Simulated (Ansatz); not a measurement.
Harmonic frequencies (cm⁻¹) at PBE0-D4/def2-TZVP from Ansatz: 54, 141, 157, 159, 161, 177, 215, 268, 284, 316, 354, 438, 443, 486, 494, 628, 637, 687, 696, 1538, 1539, 3563, 3566, 3656, 3659, 3985, 4006.

Each molecule was computed in one conformer, which needn't be the lowest.

**Question.** Which molecule is it?
A. `[CH3][Zr]([OH])([I])[I]`
B. `[NH2][Zr]([NH2])([OH])[OH]`
C. `C[NH][Zr]([Cl])([Cl])[Cl]`
D. `[CH3][Zr]([NH2])([OH])[OH]`

**Answer.** B.
